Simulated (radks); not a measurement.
Problem. Radial electron density D(r) = 4 pi r^2 rho(r) of an atom or ion with 32 electrons. All-electron calculation, scalar-relativistic Kohn-Sham, LDA (Slater exchange, Perdew-Wang correlation), spin-polarised, spherical densities, point nucleus. Program: a radial shooting solver on a logarithmic mesh with Libxc functionals.

r (bohr)  D(r) (e/bohr)   spin D(r)
0.00728           10.30   -0.000135
0.009632          15.28   -0.000155
0.01274           21.61  -0.0000935
0.01686           28.70    0.000215
0.02231           35.17     0.00114
0.02952           38.95     0.00343
0.03906           38.47     0.00828
0.05168           34.61      0.0170
0.06838           31.77      0.0297
0.09048           34.90      0.0415
0.1197            42.65      0.0415
0.1584            45.41      0.0195
0.2096            36.61     -0.0104
0.2773            25.02    -0.00415
0.3669            23.80      0.0534
0.4855            28.44      0.0851
0.6372            25.55      0.0281
0.8431            15.29     -0.0115
1.116             6.872       0.150
1.476             3.386       0.496
1.953             2.260       0.771
2.584             1.444       0.743
3.419            0.6895       0.466
4.524            0.2265       0.186
5.985           0.04721      0.0436
7.919          0.005463     0.00533
10.48         0.0002935    0.000292

What is the nuclear charge?

Solution. Z = 32. The innermost maximum, from 1s, lies near gamma/Z bohr with gamma = sqrt(1 - (Z/c)^2) = 0.972, here 0.0304 bohr (found: 0.0330), and its height grows with Z. The density is that of neutral germanium in [Ar] 3d10 4s2 4p2; the configuration itself is not fixed sharply by these data, and Z only to about a unit. D(r) has 3 maxima, at r = 0.0330, 0.149, 0.518 bohr, and minima at 0.0695, 0.325 bohr, inside which lie 2.08, 10.95 electrons.
